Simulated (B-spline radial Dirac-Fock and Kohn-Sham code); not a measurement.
Ce³⁺: L2-M23M23 lines in intermediate coupling

System: cerium as Ce³⁺, configuration 1s2 2s2 2p6 3s2 3p6 3d10 4s2 4p6 4d10 5s2 5p6 6s1 (not the ground configuration).

Method: Dirac-Fock energy differences between relaxed states, corrected for Breit and QED terms. Computed with a radial B-spline solver. The two-hole levels come from diagonalising the Coulomb interaction among the jj configurations; intensities are independent-particle Coulomb rates. Kinetic energies are from the vacuum level. No correlation. Open outer shells are spectators and are not coupled to the holes.

```
kinetic energy (eV)  J  leading jj holes (weight)  leading LS term (weight)  intensity (%)
             3500.1  0                M2M2 (0.99)                ³P0 (0.60)           24.1
             3592.4  2                M2M3 (1.00)                ¹D2 (0.72)           51.6
             3599.8  1                M2M3 (1.00)                ³P1 (1.00)           23.5
             3672.5  0                M3M3 (0.99)                ¹S0 (0.60)            0.4
             3686.0  2                M3M3 (1.00)                ³P2 (0.72)            0.5
```

The strongest line, by its leading LS label ¹D2, lies at 3592.4 eV. The mean weight of the leading component is 1.00 in jj and 0.72 in LS coupling, so jj labels describe these levels better.
